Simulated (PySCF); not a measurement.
Simulation results for AlBFH2

Calculation on a computer-drawn molecule: vertical ionisation energy to the stated ion spin, frozen-core CCSD(T) at the basis limit and cheaper methods, single-reference cases, UHF for radicals, no spin-orbit; all values are single points at the evaluated structure, the first of each entry, which is the reference or a displaced copy of it and isn't optimised; the reference structure only sets the zero of the energies above reference; triples share is (T) over the correlation energy. Program: PySCF 2.14.0.

Common to all runs: charge 1; multiplicity 1; ion multiplicity 2; diffuse functions no; basis cc-pV(n+d)Z; reference is the Hartree-Fock double-zeta minimum; best is HF at quadruple zeta + MP2 correlation extrapolated from triple and quadruple zeta + CCSD(T) minus MP2 at triple zeta; basis step is the size of the change from the same recipe one zeta lower.

(1) AlBFH2

Evaluated structure:
```xyz
5
AlBFH2
B      1.0694    -2.8417    -0.3872
Al    -0.1220    -1.4536    -1.4581
F     -0.9925    -0.3529    -2.3046
H      0.6989    -2.9851     1.3237
H      1.9225    -3.4787    -0.9521
```

Reference structure:
```xyz
5
AlBFH2
B      1.0801    -2.8664    -0.3345
Al    -0.1340    -1.4328    -1.4675
F     -1.0254    -0.3798    -2.3002
H      0.8298    -2.9507     0.8211
H      1.8985    -3.4527    -0.9605
```

```
ionisation energy best                    : 16.82 eV
ionisation energy basis step              : 0.01079 eV
energy above reference best               : 42.19 kcal/mol
energy above reference basis step         : 0.187 kcal/mol
ionisation energy Koopmans at triple zeta : 16.65 eV
ionisation energy EOM CCSD at triple zeta : 16.82 eV
total energy HF triple zeta               : -366.9465 hartree
total energy CCSD(T) triple zeta          : -367.3863 hartree
total energy best                         : -367.4559 hartree
T1 diagnostic at triple zeta              : 0.01547
D1 diagnostic at triple zeta              : 0.03186
ion T1 diagnostic at triple zeta          : 0.02194
ion D1 diagnostic at triple zeta          : 0.06359
ion spin squared at triple zeta           : 0.7686
triples share at triple zeta              : 0.03079
basis functions triple zeta               : 127
```

Drawn bonds:
| atom | other atom | order |
| --- | --- | --- |
| 1 | 2 | 1 |
| 2 | 3 | 1 |
| 1 | 4 | 1 |
| 1 | 5 | 1 |

Triple zeta:
| method | ionisation energy (eV) | energy above reference (kcal/mol) |
| --- | --- | --- |
| HF | 15.43 | 48.66 |
| PBE | 16.6 | 39.19 |
| r2SCAN | 16.51 | 42.04 |
| B3LYP | 16.72 | 42.86 |
| wB97X | 16.63 | 44.13 |
| MP2 | 16.49 | 44.91 |
| CCSD | 16.67 | 42.83 |
| CCSD(T) | 16.72 | 42.04 |

(2) AlBFH2

Evaluated structure:
```xyz
5
AlBFH2
B      1.0987    -2.8493    -0.3554
Al    -0.1044    -1.4358    -1.4854
F     -1.0051    -0.3898    -2.3057
H      0.8315    -2.9812     0.7817
H      1.8816    -3.4564    -0.9591
```

Reference structure:
```xyz
5
AlBFH2
B      1.0801    -2.8664    -0.3345
Al    -0.1340    -1.4328    -1.4675
F     -1.0254    -0.3798    -2.3002
H      0.8298    -2.9507     0.8211
H      1.8985    -3.4527    -0.9605
```

```
ionisation energy best                    : 17.98 eV
ionisation energy basis step              : 0.01785 eV
energy above reference best               : 0.1583 kcal/mol
energy above reference basis step         : 0.0187 kcal/mol
ionisation energy Koopmans at triple zeta : 17.95 eV
ionisation energy EOM CCSD at triple zeta : 17.98 eV
total energy HF triple zeta               : -367.0240 hartree
total energy CCSD(T) triple zeta          : -367.4530 hartree
total energy best                         : -367.5229 hartree
T1 diagnostic at triple zeta              : 0.01361
D1 diagnostic at triple zeta              : 0.02932
ion T1 diagnostic at triple zeta          : 0.01988
ion D1 diagnostic at triple zeta          : 0.06285
ion spin squared at triple zeta           : 0.76
triples share at triple zeta              : 0.02841
basis functions triple zeta               : 127
```

Drawn bonds:
| atom | other atom | order |
| --- | --- | --- |
| 1 | 2 | 1 |
| 2 | 3 | 1 |
| 1 | 4 | 1 |
| 1 | 5 | 1 |

Triple zeta:
| method | ionisation energy (eV) | energy above reference (kcal/mol) |
| --- | --- | --- |
| HF | 17.04 | 0.02647 |
| PBE | 17.69 | 0.4954 |
| r2SCAN | 17.67 | 0.1957 |
| B3LYP | 17.92 | 0.1781 |
| wB97X | 17.86 | 0.1457 |
| MP2 | 17.76 | 0.1185 |
| CCSD | 17.87 | 0.1557 |
| CCSD(T) | 17.88 | 0.2099 |

(3) AlBFH2

Evaluated structure:
```xyz
5
AlBFH2
B      1.0987    -2.8493    -0.3554
Al    -0.1044    -1.4358    -1.4854
F     -1.0051    -0.3898    -2.3057
H      0.8315    -2.9812     0.7817
H      1.9741    -3.5281    -1.0304
```

Reference structure:
```xyz
5
AlBFH2
B      1.0801    -2.8664    -0.3345
Al    -0.1340    -1.4328    -1.4675
F     -1.0254    -0.3798    -2.3002
H      0.8298    -2.9507     0.8211
H      1.8985    -3.4527    -0.9605
```

```
ionisation energy best                    : 17.84 eV
ionisation energy basis step              : 0.02131 eV
energy above reference best               : 3.279 kcal/mol
energy above reference basis step         : 0.1354 kcal/mol
ionisation energy Koopmans at triple zeta : 17.83 eV
ionisation energy EOM CCSD at triple zeta : 17.85 eV
total energy HF triple zeta               : -367.0181 hartree
total energy CCSD(T) triple zeta          : -367.4481 hartree
total energy best                         : -367.5180 hartree
T1 diagnostic at triple zeta              : 0.01371
D1 diagnostic at triple zeta              : 0.02939
ion T1 diagnostic at triple zeta          : 0.02052
ion D1 diagnostic at triple zeta          : 0.0599
ion spin squared at triple zeta           : 0.7679
triples share at triple zeta              : 0.02875
basis functions triple zeta               : 127
```

Drawn bonds:
| atom | other atom | order |
| --- | --- | --- |
| 1 | 2 | 1 |
| 2 | 3 | 1 |
| 1 | 4 | 1 |
| 1 | 5 | 1 |

Triple zeta:
| method | ionisation energy (eV) | energy above reference (kcal/mol) |
| --- | --- | --- |
| HF | 16.92 | 3.763 |
| PBE | 17.55 | 2.814 |
| r2SCAN | 17.53 | 3.144 |
| B3LYP | 17.77 | 3.415 |
| wB97X | 17.73 | 3.223 |
| MP2 | 17.65 | 3.528 |
| CCSD | 17.74 | 3.308 |
| CCSD(T) | 17.75 | 3.252 |

(4) AlBFH2

Evaluated structure:
```xyz
5
AlBFH2
B      1.0987    -2.8493    -0.3554
Al    -0.1044    -1.4358    -1.4854
F     -1.0051    -0.3898    -2.3057
H      0.8315    -2.9812     0.7817
H      2.0712    -3.6034    -1.1053
```

Reference structure:
```xyz
5
AlBFH2
B      1.0801    -2.8664    -0.3345
Al    -0.1340    -1.4328    -1.4675
F     -1.0254    -0.3798    -2.3002
H      0.8298    -2.9507     0.8211
H      1.8985    -3.4527    -0.9605
```

```
ionisation energy best                    : 17.61 eV
ionisation energy basis step              : 0.01808 eV
energy above reference best               : 13.21 kcal/mol
energy above reference basis step         : 0.2201 kcal/mol
ionisation energy Koopmans at triple zeta : 17.6 eV
ionisation energy EOM CCSD at triple zeta : 17.61 eV
total energy HF triple zeta               : -367.0006 hartree
total energy CCSD(T) triple zeta          : -367.4324 hartree
total energy best                         : -367.5021 hartree
T1 diagnostic at triple zeta              : 0.01392
D1 diagnostic at triple zeta              : 0.02951
ion T1 diagnostic at triple zeta          : 0.03344
ion D1 diagnostic at triple zeta          : 0.1382
ion spin squared at triple zeta           : 0.7908
triples share at triple zeta              : 0.02916
basis functions triple zeta               : 127
```

Drawn bonds:
| atom | other atom | order |
| --- | --- | --- |
| 1 | 2 | 1 |
| 2 | 3 | 1 |
| 1 | 4 | 1 |
| 1 | 5 | 1 |

Triple zeta:
| method | ionisation energy (eV) | energy above reference (kcal/mol) |
| --- | --- | --- |
| HF | 16.6 | 14.75 |
| PBE | 17.32 | 11.91 |
| r2SCAN | 17.3 | 12.93 |
| B3LYP | 17.52 | 13.4 |
| wB97X | 17.5 | 13.36 |
| MP2 | 17.45 | 13.96 |
| CCSD | 17.5 | 13.31 |
| CCSD(T) | 17.52 | 13.11 |

(5) AlBFH2

Evaluated structure:
```xyz
5
AlBFH2
B      1.0987    -2.8493    -0.3554
Al    -0.1044    -1.4358    -1.4854
F     -1.0051    -0.3898    -2.3057
H      0.8315    -2.9812     0.7817
H      2.0813    -3.6113    -1.1131
```

Reference structure:
```xyz
5
AlBFH2
B      1.0801    -2.8664    -0.3345
Al    -0.1340    -1.4328    -1.4675
F     -1.0254    -0.3798    -2.3002
H      0.8298    -2.9507     0.8211
H      1.8985    -3.4527    -0.9605
```

```
ionisation energy best                    : 17.57 eV
ionisation energy basis step              : 0.01666 eV
energy above reference best               : 14.45 kcal/mol
energy above reference basis step         : 0.2256 kcal/mol
ionisation energy Koopmans at triple zeta : 17.57 eV
ionisation energy EOM CCSD at triple zeta : 17.58 eV
total energy HF triple zeta               : -366.9983 hartree
total energy CCSD(T) triple zeta          : -367.4304 hartree
total energy best                         : -367.5001 hartree
T1 diagnostic at triple zeta              : 0.01395
D1 diagnostic at triple zeta              : 0.02953
ion T1 diagnostic at triple zeta          : 0.03388
ion D1 diagnostic at triple zeta          : 0.1411
ion spin squared at triple zeta           : 0.7911
triples share at triple zeta              : 0.02921
basis functions triple zeta               : 127
```

Drawn bonds:
| atom | other atom | order |
| --- | --- | --- |
| 1 | 2 | 1 |
| 2 | 3 | 1 |
| 1 | 4 | 1 |
| 1 | 5 | 1 |

Triple zeta:
| method | ionisation energy (eV) | energy above reference (kcal/mol) |
| --- | --- | --- |
| HF | 16.55 | 16.14 |
| PBE | 17.29 | 13.08 |
| r2SCAN | 17.27 | 14.16 |
| B3LYP | 17.49 | 14.65 |
| wB97X | 17.47 | 14.65 |
| MP2 | 17.41 | 15.27 |
| CCSD | 17.47 | 14.57 |
| CCSD(T) | 17.48 | 14.35 |
